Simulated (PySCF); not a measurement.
Compound: C₆H₈F₂.
Cartesian coordinates in Å at the GFN2-xTB level; atoms count from 1:
```
atom  x, y, z in Å
C1     2.736    0.085    1.105
C2     1.620   -0.384    0.556
C3     0.494    0.464    0.242
C4    -0.672    0.079   -0.288
C5    -1.093   -1.311   -0.644
C6    -1.754    1.093   -0.561
F7    -2.769    0.971    0.344
F8    -1.325    2.373   -0.462
H9     2.852    1.129    1.345
H10    3.570   -0.556    1.337
H11    1.537   -1.437    0.328
H12    0.638    1.514    0.462
H13   -2.052   -1.534   -0.177
H14   -0.368   -2.047   -0.316
H15   -1.219   -1.401   -1.724
H16   -2.205    0.970   -1.560
```

The closed-shell SCF was solved with PySCF and density fitting under several settings on one GFN2-xTB geometry (grid level 2 and gas phase unless stated).

```csv
settings,basis functions,SCF cycles,E (Eh),HOMO (eV),LUMO (eV),dipole (D)
PBE0/pcSseg-1,176,14,-432.5862,-6.92,-1.16,2.38
PBE0/def2-SVPD,230,14,-432.3341,-6.96,-1.23,2.45
"PBE0/pcseg-1, grid level 3",152,14,-432.5395,-6.95,-1.19,2.42
"PBE0/pcseg-1, energy threshold 1e-07 Eh",152,9,-432.5395,-6.95,-1.19,2.42
OPBE/pcSseg-1,176,17,-432.8500,-5.87,-1.97,2.19
"HSE06/pcSseg-1, fitting basis def2-qzvpp-jkfit, energy threshold 1e-08 Eh",176,10,-432.6252,-6.53,-1.53,2.39
```

Task: Estimate the rows for these settings: (1) CAM-B3LYP/6-31++G**, start guess sap; (2) PBE0/pcSseg-1, fitting basis def2-universal-jkfit.

Result: 
```tsv
settings	basis functions	SCF cycles	E (Eh)	HOMO (eV)	LUMO (eV)	dipole (D)
CAM-B3LYP/6-31++G**, start guess sap	192	16	-432.9420	-8.10	-0.13	2.55
PBE0/pcSseg-1, fitting basis def2-universal-jkfit	176	11	-432.5863	-6.92	-1.16	2.38
```

Task: Over all rows, what range does the HOMO–LUMO gap span?

Result: From 3.90 eV (OPBE/pcSseg-1) to 7.97 eV (CAM-B3LYP/6-31++G**, start guess sap). The functional of the narrowest has no exact exchange, that of the widest range-separated exact exchange.

Task: And the dipole moment?

Result: From 2.19 D (OPBE/pcSseg-1) to 2.55 D (CAM-B3LYP/6-31++G**, start guess sap); the largest is 1.16 times the smallest, and the median is 2.41 D.

Task: Compare two rows with the functional PBE0: PBE0/pcSseg-1 and PBE0/def2-SVPD. Which energy is lower, and by how much?

Result: PBE0/pcSseg-1 (176 functions) lies 0.2521 Eh or 158 kcal/mol below PBE0/def2-SVPD (230 functions). The smaller set gives the lower energy; the two sets aren't nested, so the variational bound doesn't order them by size.

Cycle counts include a coarse-grid stage where the run had one. All basis functions are spherical, in the Pople sets too.

One conformer stands for the species.
